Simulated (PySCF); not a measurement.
Ligands exchanged one at a time, Si OH-C2H5. Isolated molecules, 0 K electronic values unless said otherwise. One relaxed conformer stands for each flexible species; it need not be the lowest. Strings in code marks are SMILES.

The HOMO from two functionals at the same geometries (B3LYP-D3(BJ)/def2-SVP), both in PySCF: PBE-D3(BJ)/def2-TZVP and B3LYP-D3(BJ)/def2-TZVP. B3LYP has the VWN-RPA correlation part, as in Gaussian. 

| species | PBE-D3(BJ)/def2-TZVP (eV) | B3LYP-D3(BJ)/def2-TZVP (eV) |
|---|---|---|
| 0 of 4 OH replaced by C2H5 | -7.35 | -8.85 |
| 1 of 4 OH replaced by C2H5 (`CC[Si](O)(O)O`) | -6.89 | -8.14 |
| 2 of 4 OH replaced by C2H5 | -6.24 | -7.41 |
| 4 of 4 OH replaced by C2H5 (`CC[Si](CC)(CC)CC`) | -6.39 | -7.47 |

Over these rows, drawn at random from the members with no instability flagged (it was tested for open shells, ions and some series alone), PBE minus B3LYP-D3(BJ): mean +1.25 eV, from +1.08 eV to +1.50 eV.
